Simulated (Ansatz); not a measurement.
Geometry optimisation, RKS PBE/def2-SVP in Ansatz.

Input file:

```yaml
crystal:
  periodic: [false, false, false]
  atoms:
    - { symbol: Ge, position_ang: [0.1212, -0.7, 1.0637] }
    - { symbol: Si, position_ang: [-0.7006, 1.0102, -0.8594] }
    - { symbol: F, position_ang: [0.375, -0.6715, -1.0231] }
    - { symbol: F, position_ang: [-0.9496, 0.9826, -2.4509] }
    - { symbol: F, position_ang: [0.6832, 1.8414, -0.9352] }
    - { symbol: H, position_ang: [-1.2956, -1.1175, 1.3301] }
    - { symbol: H, position_ang: [0.6964, 0.5253, 1.7121] }
    - { symbol: H, position_ang: [1.0699, -1.8704, 1.1628] }
basis:
  gaussian: { orbitals: def2-SVP }
hamiltonian:
  xc: pbe
relax:
  f_tol: 0.15
  max_steps: 25
  restrain:
    - { distance: [0, 2], at: 3.07, k: 30.0 }
    - { distance: [0, 1], at: 2.31, k: 30.0 }
    - { distance: [1, 2], at: 1.68, k: 30.0 }
```

Command:

```bash
$ ansatz run input.yaml --threads 2 --pin off --max-ram 3072MiB --backend cpu --events-out ev --progress --plain --runs-dir out
```

Question: Where does it end, and by what steps?

Answer: The forces met the threshold. The restraints hold the end off the free minimum. After 10 steps the energy has fallen by 2.531 eV (the restraints' own energy left out); F4 moved furthest, 1.00 Å. Parted: Ge1–F3.

```csv
step,energy less start (eV),largest force component (eV/Å),accepted
0,0.0000,1.789,yes
1,0.2902,2.112,yes
2,0.2380,3.871,yes
3,-0.4360,4.646,yes
4,-1.4719,4.126,yes
5,-2.1093,3.035,yes
6,-2.3643,1.453,yes
7,-2.4912,1.053,yes
8,-2.5185,0.763,yes
9,-2.5187,0.902,yes
10,-2.5308,0.823,yes
```

```xyz
8
Properties=species:S:1:pos:R:3
Ge -0.022 -0.458 1.085
Si 0.005 0.536 -1.010
F 0.559 -0.714 -1.934
F -1.447 0.982 -1.581
F 1.007 1.798 -1.205
H -1.412 -1.118 1.297
H 0.244 0.534 2.253
H 1.066 -1.558 1.096
```

Whether the end is a true minimum wasn't checked by a vibrational analysis.

Time of the run: 23 s on 2 threads of Arm Neoverse V2, with other jobs on the host, peak memory 0.15 GiB.
